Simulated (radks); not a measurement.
Isoelectronic series with 24 electrons, all held in the configuration [Ar] 3d5 4s1, which need not be the ground one along the series. All-electron calculation, scalar-relativistic Kohn-Sham, r2SCAN, spin-unpolarised, spherical densities, finite nucleus; meta-GGA in the generalised Kohn-Sham scheme; Fermi nuclear charge, rms radius of each element as measured or else 0.836 A^(1/3) + 0.57 fm. Program: a radial shooting solver on a logarithmic mesh with Libxc functionals. Total energies (hartree) and mean radii <r> (bohr):

ion   E (hartree)      3d     4s
Cr    -1050.68766   1.512  3.465
Mn+   -1158.15287   1.184  2.829
Fe2+  -1271.43278   1.009  2.422
Co3+  -1390.49790  0.8919  2.136
Ni4+  -1515.34148  0.8049  1.919
Cu5+  -1645.96634  0.7365  1.749
Zn6+  -1782.38218  0.6805  1.610
Ge8+  -2072.63992  0.5933  1.394

Estimate the row of Ga7+.

Answer. E (hartree) -1924.60154; 3d 0.6335; 4s 1.493.
